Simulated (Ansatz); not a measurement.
Harmonic frequencies (cm⁻¹) at PBE0-D4/def2-TZVP from Ansatz: 61, 139, 205, 300, 316, 332, 342, 412, 470, 491, 556, 585, 613, 667, 798, 849, 958, 959, 1056, 1109, 1272, 1300, 3838, 3840.

Problem. Which molecule is it?
A. `F[B@H-]1[OH+][B@@H-](F)[OH+]1`
B. `[OH+]1[AlH2-][OH+][AlH2-]1`
C. `F[B@-]1(Cl)[OH+][B@-](F)(Cl)[OH+]1`
D. `[F][In-]1([F])[SH+][In-]([F])([F])[SH+]1`

Solution. C.
